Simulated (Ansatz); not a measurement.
Geometry optimisation, RKS B3LYP/def2-SVP (Ansatz 0.2.0).

input.yaml

```yaml
crystal:
  periodic: [false, false, false]
  atoms:
    - { symbol: O, position_ang: [-0.4935, -2.2663, -0.6198] }
    - { symbol: Ge, position_ang: [0.8455, -1.0992, -0.6219] }
    - { symbol: F, position_ang: [2.2852, -1.9887, -0.2788] }
    - { symbol: C, position_ang: [0.6551, 0.2775, 0.737] }
    - { symbol: Si, position_ang: [-0.918, 1.2857, 0.2988] }
    - { symbol: Cl, position_ang: [-2.579, -0.03365, 0.28725] }
    - { symbol: H, position_ang: [-1.2211, -1.7381, -1.1283] }
    - { symbol: H, position_ang: [1.0214, -0.403, -2.0162] }
    - { symbol: H, position_ang: [0.435, -0.2025, 1.7684] }
    - { symbol: H, position_ang: [1.4763, 0.9245, 0.8078] }
    - { symbol: H, position_ang: [-0.80903, 1.89518, -1.04046] }
    - { symbol: H, position_ang: [-1.13143, 2.27674, 1.33381] }
basis:
  gaussian: { orbitals: def2-SVP }
hamiltonian:
  xc: b3lyp
relax:
  f_tol: 0.015
  max_steps: 40
```

Command:

```bash
$ ansatz run input.yaml --threads 2 --pin off --max-ram 3072MiB --backend cpu --events-out ev --progress --plain --runs-dir out
```

**Question.** Where does it end, and by what steps?

**Answer.** The forces met the threshold. After 28 steps the energy has fallen by 0.591 eV; H8 moved furthest, 1.32 Å.

| step | energy less start (eV) | largest force component (eV/Å) | accepted |
| --- | --- | --- | --- |
| 0 | 0.0000 | 3.090 | yes |
| 1 | -0.3160 | 1.313 | yes |
| 2 | -0.3956 | 1.271 | yes |
| 3 | -0.4365 | 0.250 | yes |
| 4 | -0.4623 | 0.186 | yes |
| 5 | -0.4723 | 0.674 | yes |
| 6 | -0.4819 | 0.474 | yes |
| 7 | -0.4898 | 0.103 | yes |
| 8 | -0.4885 | 0.342 | no |
| 9 | -0.4927 | 0.039 | yes |
| 10 | -0.4992 | 0.267 | yes |
| 11 | -0.4898 | 0.878 | no |
| 12 | -0.5064 | 0.144 | yes |
| 13 | -0.5132 | 0.098 | yes |
| 14 | -0.5210 | 0.202 | yes |
| 15 | -0.5243 | 0.562 | yes |
| 16 | -0.5396 | 0.361 | yes |
| 17 | -0.5507 | 0.239 | yes |
| 18 | -0.5632 | 0.309 | yes |
| 19 | -0.5676 | 0.303 | yes |
| 20 | -0.5745 | 0.221 | yes |
| 21 | -0.5768 | 0.104 | yes |
| 22 | -0.5831 | 0.080 | yes |
| 23 | -0.5860 | 0.141 | yes |
| 24 | -0.5883 | 0.088 | yes |
| 25 | -0.5902 | 0.042 | yes |
| 26 | -0.5908 | 0.024 | yes |
| 27 | -0.5909 | 0.016 | yes |
| 28 | -0.5909 | 0.012 | yes |

```xyz
12
Properties=species:S:1:pos:R:3
O -0.470 -1.512 -1.640
Ge 0.963 -1.103 -0.683
F 1.277 -2.427 0.420
C 0.687 0.467 0.465
Si -1.054 1.165 0.485
Cl -2.408 -0.390 0.888
H -1.271 -1.592 -1.099
H 2.130 -1.037 -1.674
H 0.977 0.166 1.485
H 1.382 1.263 0.143
H -1.423 1.755 -0.827
H -1.224 2.174 1.564
```

The run took 3.5 min on 2 threads of Arm Neoverse V1 (shared host), peak memory 0.41 GiB.
